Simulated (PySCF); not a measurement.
Diatomic cations of H with the fourth-period p block

CCSD(T) with double-zeta basis sets in PySCF, for the lowest determinant that a PBE0 search found; no spin–orbit coupling. De refers to high-spin ground-configuration atoms (the charge goes to the atom of lower measured ionisation energy or higher electron affinity, which is not always the lowest computed limit).

```json
{"M": "Ga", "basis": "cc-pVDZ-PP/cc-pVDZ", "reference, frozen orbitals": "UHF, 4", "charged atom": "Ga+", "state (unpaired electrons)": "doublet (σ ↑)", "Re (Å)": "1.663", "ωe (cm⁻¹)": "1279", "De (eV)": "0.29"}
{"M": "Ge", "basis": "cc-pVDZ-PP/cc-pVDZ", "reference, frozen orbitals": "RHF, 4", "charged atom": "Ge+", "state (unpaired electrons)": "singlet (closed shell)", "Re (Å)": "1.584", "ωe (cm⁻¹)": "2007", "De (eV)": "2.92"}
{"M": "As", "basis": "def2-SVPD", "reference, frozen orbitals": "UHF, 9", "charged atom": "As+", "state (unpaired electrons)": "doublet (π ↑)", "Re (Å)": "1.531", "ωe (cm⁻¹)": "2210", "De (eV)": "2.93"}
{"M": "Se", "basis": "jorge-DZP-DKH", "reference, frozen orbitals": "UHF, 9", "charged atom": "Se+", "state (unpaired electrons)": "triplet (π ↑↑)", "Re (Å)": "1.456", "ωe (cm⁻¹)": "2512", "De (eV)": "2.89"}
{"M": "Br", "basis": "pcseg-1", "reference, frozen orbitals": "UHF, 9", "charged atom": "Br+", "state (unpaired electrons)": "doublet (π ↑)", "Re (Å)": "1.458", "ωe (cm⁻¹)": "2443", "De (eV)": "3.75"}
```

Question: By what factor does the harmonic wavenumber vary along the series?

Answer: At CCSD(T) it runs from 1279 cm⁻¹ (GaH⁺) to 2512 cm⁻¹ (SeH⁺), a factor of 1.96.

The rows differ in basis set, which adds steps of its own.

The state changes along the series, so neighbouring rows are not always alike in their bonding.

Correlated steps freeze the inner cores (4 to 9 orbitals); shallow outer-core shells are correlated. Weak bonds: GaH⁺. Basis-set superposition, not corrected here, can be much of De in a small basis, most of all at correlated wavefunction levels. Spin–orbit coupling is left out. For an ion De counts to the pair picked by the measured ionisation energies or electron affinities, which need not be the lowest pair at this level. Where the molecule has an RHF reference, its open-shell atoms are computed with UHF. States were picked by a PBE0 search and need not be the measured ground states.
